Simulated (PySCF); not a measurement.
NMR data simulated for an unnamed compound:

¹H NMR (400 MHz, computed): δ 3.05 (sept, 1H), 1.45 (d, 6H).

¹³C{¹H} NMR (computed): δ 170.3 (C), 166.4 (C), 133.8 (C), 32.3 (CH), 22.8 (CH3).

Method: shieldings: GIAO PBE0/pcSseg-1, GFN2-xTB structure, in PySCF 2.14 (gas phase, relativity neglected, one computed conformer, one averaged value for each set of equivalent atoms).

Referencing at the same level of theory: ¹H (31.72 ppm) and ¹³C (186.93 ppm) against TMS.

Question: Which of these does the molecule contain: a benzene ring, a heteroaromatic ring, a tert-butyl group, a carboxylic acid, a (CH3)2CH unit?

Answer: 
- A benzene ring: no.
- A heteroaromatic ring: yes.
- A tert-butyl group: no.
- A carboxylic acid: no.
- A (CH3)2CH unit: yes (δC 22.8, 32.3; δH 1.45 (d), 3.05 (sept)).

The data belong to `C(C)(C)C1=NOC(F)=C1F`, C₆H₇F₂NO; they needn't prove each group on their own.

Carbon signals by region: 2 in the far downfield region (above 160 ppm), 1 in the sp2 and nitrile region (100–160 ppm), 2 below 50 ppm. Above 160 ppm: 170.3, aromatic carbon bearing fluorine, 166.4, substituted aromatic carbon next to a ring nitrogen.

Splittings by ¹⁹F in the carbon and heteronuclear signals aren't shown, as no couplings were computed. Shifts are as computed. Against solution values, carbons near 30 ppm lie about +3 ppm off and those near 130 ppm about +5 ppm. Of 1211 compounds with measured shifts, 218 miss one by over three times the rms of a fit or turn the order of signals round; such compounds aren't used in these exercises. No couplings were computed; multiplicities are counted from neighbouring protons, with m where these are inequivalent, close in shift, in a saturated or five-membered ring or joined by F or P, and br s for small geminal =CH2 splittings.
